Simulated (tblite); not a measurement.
Problem. Write Cartesian coordinates for InChI=1S/C7H13FO2/c1-9-7(8)4-2-3-5-10-6-7/h2-6H2,1H3/t7-/m0/s1 as optimised with GFN2-xTB.

Solution. 
```
atom  x, y, z in Å
C1     3.0959    0.6859    0.5494
O2     2.0217   -0.1325    0.9803
C3     0.8481   -0.0652    0.2486
F4     1.1604   -0.4082   -1.0774
C5    -0.0859   -1.1334    0.8269
C6    -1.1593   -1.6220   -0.1454
C7    -2.3211   -0.6441   -0.2945
C8    -1.8677    0.7486   -0.7321
O9    -1.1575    1.4169    0.2966
C10    0.2354    1.3565    0.2116
H11    3.9478    0.3836    1.1543
H12    3.3183    0.5148   -0.5066
H13    2.8916    1.7481    0.7114
H14   -0.5428   -0.7200    1.7261
H15    0.5556   -1.9677    1.1155
H16   -0.7059   -1.8061   -1.1209
H17   -1.5479   -2.5724    0.2246
H18   -3.0279   -1.0308   -1.0308
H19   -2.8410   -0.5441    0.6604
H20   -2.7463    1.3689   -0.9372
H21   -1.2615    0.6878   -1.6430
H22    0.5933    1.9041    1.0876
H23    0.5920    1.8585   -0.7021
```

Any rigid rotation of these coordinates is as good. Atoms count from 1 in this order. The 5 C–C bonds span 1.526 Å (C6–C7, drawn single) to 1.549 Å (C3–C10, drawn single), a spread of 0.023 Å. Of the pairs four or more bonds apart, F4···H16 is among the closest relative to their van der Waals radii: 2.33 Å, 87 % of the sum of Bondi's values. The 4 C–O bonds span 1.385 Å (O2–C3, drawn single) to 1.418 Å (C8–O9, drawn single), a spread of 0.033 Å. O9 (cyclic ether oxygen) is bent (angle 115.8°).

Bonds between heavy atoms (Å): C1–O2 1.417, O2–C3 1.385, C3–F4 1.405, C3–C5 1.532, C5–C6 1.528, C6–C7 1.526, C7–C8 1.529, C8–O9 1.418, O9–C10 1.397, C3–C10 1.549.

Computed geometry: GFN2-xTB, gas phase.

Point group: C1 (no symmetry element, even within 0.4 Å). Its GFN2-xTB frequencies are all real (lowest 65 cm⁻¹). One conformer, not necessarily the lowest (C1–O2–C3–F4 58°, O2–C3–C5–C6 -156°, C3–C5–C6–C7 -78°, C5–C6–C7–C8 56°, C6–C7–C8–O9 -70°). 2 starts were optimised and ended at 0.00 and 2.55 kcal/mol (GFN2-xTB); the lowest of these is shown.
